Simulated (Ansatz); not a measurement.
# Molecular dynamics of F3HSi

input.yaml

```yaml
crystal:
  periodic: [false, false, false]
  atoms:
    - { symbol: Si, position_ang: [0.032876, -0.028648, 0.016928] }
    - { symbol: H, position_ang: [-0.084072, -0.018553, 1.465348] }
    - { symbol: F, position_ang: [1.537498, 0.080716, -0.55915] }
    - { symbol: F, position_ang: [-0.738142, 1.286835, -0.54514] }
    - { symbol: F, position_ang: [-0.816275, -1.31295, -0.512212] }
basis:
  gaussian: { orbitals: def2-SVPD }
hamiltonian:
  xc: b3lyp
md:
  timestep: 0.5
  n_steps: 166
  ensemble: nvt_langevin
  temperature: 3000.0
  initial_velocities: maxwell_boltzmann
  seed: 561994
  friction: 0.01
```

Launched with:

```bash
$ ansatz run input.yaml --threads 2 --pin off --max-ram 3072MiB --backend cpu --events-out ev --progress --plain --runs-dir out
```

It goes on from the last frame of an earlier run, with new velocities.

Output, in part (one step line in 6, the closing report, with atoms numbered from 0):

```
md step     0: t =     0.00 fs  T =  2400.0 K  F+E_penalty+E_count = -16041.68093089 eV  E_kin = 1.551120 eV  (25 SCF iters)
md step     6: t =     3.00 fs  T =  1324.2 K  F+E_penalty+E_count = -16041.33500121 eV  E_kin = 0.855854 eV  (27 SCF iters)
md step    12: t =     6.00 fs  T =   670.4 K  F+E_penalty+E_count = -16040.81559933 eV  E_kin = 0.433249 eV  (28 SCF iters)
md step    18: t =     9.00 fs  T =   800.5 K  F+E_penalty+E_count = -16040.71324532 eV  E_kin = 0.517371 eV  (30 SCF iters)
md step    24: t =    12.00 fs  T =  1625.4 K  F+E_penalty+E_count = -16041.09059949 eV  E_kin = 1.050479 eV  (29 SCF iters)
md step    30: t =    15.00 fs  T =  1691.9 K  F+E_penalty+E_count = -16041.28100752 eV  E_kin = 1.093473 eV  (28 SCF iters)
md step    36: t =    18.00 fs  T =  1235.7 K  F+E_penalty+E_count = -16041.19511639 eV  E_kin = 0.798635 eV  (27 SCF iters)
md step    42: t =    21.00 fs  T =  1050.7 K  F+E_penalty+E_count = -16041.08322509 eV  E_kin = 0.679044 eV  (29 SCF iters)
md step    48: t =    24.00 fs  T =  1286.0 K  F+E_penalty+E_count = -16040.92295818 eV  E_kin = 0.831117 eV  (32 SCF iters)
md step    54: t =    27.00 fs  T =  1270.2 K  F+E_penalty+E_count = -16041.04428014 eV  E_kin = 0.820956 eV  (25 SCF iters)
md step    60: t =    30.00 fs  T =  1135.5 K  F+E_penalty+E_count = -16041.08744210 eV  E_kin = 0.733861 eV  (27 SCF iters)
md step    66: t =    33.00 fs  T =  1267.7 K  F+E_penalty+E_count = -16040.99694644 eV  E_kin = 0.819307 eV  (29 SCF iters)
md step    72: t =    36.00 fs  T =  1442.3 K  F+E_penalty+E_count = -16041.09327520 eV  E_kin = 0.932146 eV  (25 SCF iters)
md step    78: t =    39.00 fs  T =  1472.9 K  F+E_penalty+E_count = -16041.04368485 eV  E_kin = 0.951942 eV  (30 SCF iters)
md step    84: t =    42.00 fs  T =  1540.2 K  F+E_penalty+E_count = -16041.16787729 eV  E_kin = 0.995438 eV  (29 SCF iters)
md step    90: t =    45.00 fs  T =  2053.5 K  F+E_penalty+E_count = -16041.18703450 eV  E_kin = 1.327187 eV  (26 SCF iters)
md step    96: t =    48.00 fs  T =  2401.8 K  F+E_penalty+E_count = -16041.37690832 eV  E_kin = 1.552312 eV  (29 SCF iters)
md step   102: t =    51.00 fs  T =  2230.4 K  F+E_penalty+E_count = -16041.40570781 eV  E_kin = 1.441524 eV  (30 SCF iters)
md step   108: t =    54.00 fs  T =  2104.5 K  F+E_penalty+E_count = -16041.10969062 eV  E_kin = 1.360152 eV  (26 SCF iters)
md step   114: t =    57.00 fs  T =  1479.4 K  F+E_penalty+E_count = -16040.43217070 eV  E_kin = 0.956136 eV  (29 SCF iters)
md step   120: t =    60.00 fs  T =  1363.9 K  F+E_penalty+E_count = -16040.12009377 eV  E_kin = 0.881474 eV  (30 SCF iters)
md step   126: t =    63.00 fs  T =  2425.1 K  F+E_penalty+E_count = -16040.71669283 eV  E_kin = 1.567323 eV  (24 SCF iters)
md step   132: t =    66.00 fs  T =  3045.3 K  F+E_penalty+E_count = -16040.99997098 eV  E_kin = 1.968196 eV  (29 SCF iters)
md step   138: t =    69.00 fs  T =  2285.7 K  F+E_penalty+E_count = -16040.76076493 eV  E_kin = 1.477224 eV  (31 SCF iters)
md step   144: t =    72.00 fs  T =  1753.7 K  F+E_penalty+E_count = -16040.46554547 eV  E_kin = 1.133443 eV  (29 SCF iters)
md step   150: t =    75.00 fs  T =  1930.5 K  F+E_penalty+E_count = -16040.27408454 eV  E_kin = 1.247707 eV  (28 SCF iters)
md step   156: t =    78.00 fs  T =  1655.1 K  F+E_penalty+E_count = -16040.20033655 eV  E_kin = 1.069723 eV  (31 SCF iters)
md step   162: t =    81.00 fs  T =  1460.0 K  F+E_penalty+E_count = -16040.15918460 eV  E_kin = 0.943606 eV  (31 SCF iters)
md step   166: t =    83.00 fs  T =  1632.5 K  F+E_penalty+E_count = -16040.31581863 eV  E_kin = 1.055093 eV  (25 SCF iters)
Total energy: -16040.31607124 eV, -589.4707431014 hartree
Atom 0 at     0.032428    -0.143098    -0.054380 Å, force    -0.950179     6.374449    -0.406177 eV/Å
Atom 1 at    -0.246261    -0.429667     1.378321 Å, force     0.315827     0.025881    -0.481061 eV/Å
Atom 2 at     1.548602     0.159558    -0.534988 Å, force    -0.295600    -0.484979     0.574425 eV/Å
Atom 3 at    -0.809995     1.556019    -0.596430 Å, force     1.928289    -3.853174     1.710933 eV/Å
Atom 4 at    -0.689904    -1.041228    -1.080334 Å, force    -0.998338    -2.062177    -1.398120 eV/Å
Dipole moment:     0.154790    -0.595503     0.552182 e Å
```

The run went to its last step. The mean temperature of the second half is 33 % below the set value. A run of 0.083 ps of so small a system gives no equilibrium averages.

The same pairs are bonded in the first frame and the last. Pairs count as bonded within 1.25 times the sum of covalent radii (0.12 Å more for H–H).

Last frame:

```xyz
5
Properties=species:S:1:pos:R:3
Si 0.032 -0.143 -0.054
H -0.246 -0.430 1.378
F 1.549 0.160 -0.535
F -0.810 1.556 -0.596
F -0.690 -1.041 -1.080
```

The run took 5.1 min on 2 threads of Arm Neoverse V1 (shared host), peak memory 0.17 GiB.
